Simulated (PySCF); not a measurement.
Pb(Br)(SH) (BrHPbS), SMILES [SH][Pb][Br] (connectivity only; charge and spin as stated), neutral, multiplicity 1.

Geometry optimised at PBE0-D3(BJ)/def2-SVP. The def2 effective core potentials stand for the cores of Pb; spin–orbit coupling is left out. The values are those of a single conformer.

These are IEF-PCM-PBE0/def2-SVP run with PySCF values and carry that method's errors.

The values are the electrostatic part of the solvation free energy, E(continuum) − E(gas) at the gas-phase geometry, in a cavity of scaled van der Waals radii (PySCF's table); cavitation and dispersion terms are not included. A continuum can't describe solvent molecules that bind to the metal. In vacuum the orbital gap is 4.46 eV. The dipole moment in vacuum is 4.70 D.

```csv
solvent,ε,ΔG(elec) (kcal/mol),dipole (D),gap (eV)
water,78.36,-10.1,7.11,4.90
chlorobenzene,5.70,-7.3,6.44,4.78
acetone,20.49,-9.4,6.95,4.87
```
